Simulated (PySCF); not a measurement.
Coordinates in bohr (charge 0 multiplicity 2):
```
W    -0.0166    0.2140    0.0000
N    -0.0261   -2.9042    0.0000
H     1.6976    0.6490   -2.7044
H     1.6976    0.6490    2.7044
```

These are results of UPBE0 in PySCF with W def2-TZVP with ECP60, N def2-TZVP, H def2-TZVP; scalar-relativistic core potentials, no spin–orbit coupling; density-fitted integrals, not measurements.

This geometry of H2WN is a stationary point at this level.

Question: What is the point group?

Answer: Cs.

Question: Is it a minimum?

Answer: Yes: all harmonic wavenumbers are real.

Question: List the harmonic modes with their infrared intensities.

Answer: 
```tsv
symmetry	ω (cm⁻¹)	IR (km/mol)	type
a'	650	52.1	bend
a''	681	24.9	bend
a'	733	70.6	bend
a'	1168	64.4	stretch
a''	1991	215	stretch
a'	1999	65.4	stretch
```

Question: What are the dipole moment and the gap between the highest occupied and lowest empty levels of either spin?

Answer: 4.30 D and 4.10 eV.

Question: Give the ideal-gas entropy at 298.15 K and 1 bar by parts.

Answer: translation 174.9, rotation 86.2, vibration 4.3, spin 5.8; total 271.1 J/(mol K).

This need not be the most stable arrangement of these atoms. Other spin states or occupations of the open shell can lie lower. Spin–orbit coupling, left out here, can matter for elements this heavy.
